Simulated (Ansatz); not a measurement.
Basis-set extrapolation for `B[SiH2]CS` (PBE0-D4/def2-TZVP geometry, frozen core, Ansatz). Multiplicity 1, RHF reference.

```csv
,def2-TZVPP,def2-QZVPP
HF,-753.099385,-753.122948
MP2 correlation,-0.577913,-0.620219
CCSD(T) correlation,-0.668231,not run
```

Energies in hartree. Use E(X) = E(∞) + A·exp(−7.88·√X) for Hartree–Fock and E(X) = E(∞) + B·X^(−2.97) for correlation, with X = 3 and 4, and add CCSD(T) minus MP2 of the smaller set to the MP2 limit.

Q: What is the CCSD(T) energy at the basis-set limit?

A: HF limit: -753.122948 + (-0.023563) × 0.13774 = -753.12619. MP2 limit: -0.620219 + (-0.042306) × 0.74074 = -0.65156. Higher-order term: -0.668231 − (-0.577913) = -0.09032. Total: -753.86807 hartree, 263.7 kJ/mol below CCSD(T)/def2-TZVPP.
